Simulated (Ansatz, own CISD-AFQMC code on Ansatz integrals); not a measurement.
H4B2Si, SMILES `B1B[SiH2]1` (charge 0, multiplicity 1).

Cartesian coordinates (Å):
```xyz
7

B     -1.1598    -0.5822     0.1558
B     -0.9853     0.8280    -0.2335
Si     0.8166    -0.0941     0.0297
H     -1.2338    -1.7113     0.4665
H     -0.7789     1.9418    -0.5394
H      1.8129     0.9609    -0.2556
H      1.5283    -1.3431     0.3766
```
Charge 0, spin multiplicity 1.

Frozen-core energies in cc-pVDZ from Ansatz (a first-principles code) at a geometry from B3LYP-D3(BJ)/def2-TZVP; the HF reference has <S^2> = 0.00 and the T1 diagnostic is 0.014.

```tsv
level	energy (Ha)
HF	-340.50820
MP2	-340.78462
CCSD	-340.82377
```

Q: Estimate the energies of CCSD(T), CCSDT, phaseless AFQMC, CISD trial (own CISD-AFQMC code on Ansatz integrals; ±0.39 mHa) and CCSDT(Q), and give each level's difference from CCSDT(Q).

A: 
```tsv
level	energy (Ha)	difference from CCSDT(Q) (mHa)
MP2	-340.78462	56.22
CCSD	-340.82377	17.07
CCSD(T)	-340.83846	2.38
CCSDT	-340.83974	1.10
phaseless AFQMC, CISD trial (own CISD-AFQMC code on Ansatz integrals; ±0.39 mHa)	-340.83977	1.07
CCSDT(Q)	-340.84084	0.00
```
